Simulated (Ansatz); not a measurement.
```yaml
crystal:
  periodic: [false, false, false]
  atoms:
    - {symbol: C, position_ang: [-1.812274, -1.066091, -0.321116]}
    - {symbol: C, position_ang: [-0.872745, -0.372754, -0.001850]}
    - {symbol: Al, position_ang: [0.596201, 0.726636, 0.515228]}
    - {symbol: O, position_ang: [2.071513, 0.578010, -0.296890]}
    - {symbol: H, position_ang: [-2.641308, -1.676301, -0.601266]}
    - {symbol: H, position_ang: [0.505174, 1.779893, 1.674323]}
    - {symbol: H, position_ang: [2.214639, -0.037495, -1.014128]}
basis:
  gaussian: {orbitals: "6-31G*"}
hamiltonian: {xc: {name: HF}}
correlation: {active_space: {window: {electrons: 6, orbitals: 2}}}
output: {forces: true}
```

```sh
$ ansatz run in.yaml --threads 2 --pin off --events-out ev --progress --plain --max-ram 4352MiB
```

It prints (some lines left out):

```
Functional definition: HF
674 factors; integrals over basis functions are off by at most 7.1e-4 eV
mean field evaluation 1: about -10724.3597 eV, gradient 4.1e1 eV
mean field evaluation 2: about -10724.3763 eV, gradient 4.1e1 eV
mean field evaluation 4: about -10727.9014 eV, gradient 3.2e0 eV
mean field evaluation 8: about -10727.9369 eV, gradient 2.2e-4 eV
mean field -10727.93691801 eV, -394.2444100799 hartree, gradient 2.7e-6 eV, S^2 0.000000; 0 other end points of the search recorded, 0 dependent functions left out
reference -10727.93691801 eV, -394.2444100799 hartree; 18, 18 occupied and 52, 52 virtual orbitals, 674 factors
Error: 6 electrons in 2 orbitals form no window around the highest filled level of the reference
```

(1) Something in this input is off. What?

Answers

(1) The active space doesn't fit the electrons. The run stopped with an error.
